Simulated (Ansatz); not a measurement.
A nudged elastic band was laid between two geometries of AsH3 + H6OSi2 (13 atoms, charge 0, multiplicity 1).

These are results of Ansatz, RKS PBE-D4/def2-SVP, not measurements.

```json
{"movable images": "5", "climbing image": "yes", "spring": "5.0 eV/Å²", "optimiser": "quadratic models (default)", "start path": "through a guess of the saddle point", "force threshold": "0.05 eV/Å", "iteration limit": "60", "end points": "relaxed"}
```

First end point:

```xyz
13
Properties=species:S:1:pos:R:3
Si -0.138 -0.705 1.214
O 1.467 -0.162 1.182
H -0.386 -1.792 0.192
H -0.496 -1.285 2.564
Si -1.460 1.188 0.784
H 1.590 0.186 -1.254
As 1.241 0.150 -2.755
H 2.140 -0.862 1.250
H -1.092 1.827 -0.526
H -2.908 0.774 0.730
H -1.292 2.199 1.884
H -0.235 -0.163 -2.439
H 1.570 -1.355 -2.826
```

Last end point:

```xyz
13
Properties=species:S:1:pos:R:3
Si -0.435 -1.037 0.088
O 1.672 1.086 0.932
H -1.532 -2.034 -0.202
H 0.448 -1.656 1.143
Si -1.277 1.060 0.745
H 2.046 0.899 0.047
As 0.956 -0.712 -1.840
H 2.006 0.341 1.467
H -0.787 2.151 -0.167
H -2.782 1.012 0.621
H -0.950 1.366 2.177
H -0.236 -0.297 -2.719
H 0.872 -2.180 -2.291
```

(1) What changes between the two ends?

(2) What energy profile does the band end with?

(3) What is the geometry of the highest image?

The band took 24 iterations and of the order of 17 core-minutes.

## Answers

(1) Bonds broken: Si1–O2, H6–As7. Bonds formed: Si1–As7, O2–H6. AsH3 + H6OSi2 becomes AsH7Si2 + H2O.

(2) It converged. The highest image is number 4 of 0 to 6, 35.7 kcal/mol above the first end and 32.7 kcal/mol above the last; the last end lies 3.0 kcal/mol above the first. A vibrational analysis at the climbing image gives 2 clearly imaginary modes (299i, 95i cm⁻¹): a point of higher order, so a lower path passes nearby. The orbitals stay closed-shell, which can raise the energy where a bond breaks towards radicals; this wasn't checked here.

```tsv
image	path coordinate (Å)	energy (kcal/mol)	Si1–O2 (Å)	H6–As7 (Å)	Si1–As7 (Å)
0	0.00	0.0	1.69	1.54	4.29
1	0.69	0.0	1.70	1.54	4.25
2	1.37	1.8	1.70	1.55	3.82
3	2.06	16.9	1.75	1.65	3.35
4	2.75	35.7	1.95	2.09	3.01
5	4.52	8.7	2.96	2.45	2.42
6	6.28	3.0	3.11	2.71	2.40
```

(3) 
```xyz
13
Properties=species:S:1:pos:R:3
Si -0.052 -0.654 0.576
O 1.796 -0.087 0.800
H -0.509 -1.915 -0.105
H 0.013 -1.098 2.033
Si -1.528 1.170 0.595
H 1.928 0.021 -0.240
As 1.060 -0.016 -2.146
H 2.406 -0.748 1.202
H -1.370 2.071 -0.596
H -2.942 0.645 0.630
H -1.288 1.970 1.849
H -0.461 0.175 -2.222
H 0.947 -1.533 -2.376
```

Run time: 4.6 min on 4 threads of Arm Neoverse N1, on a shared host, peak memory 0.22 GiB.
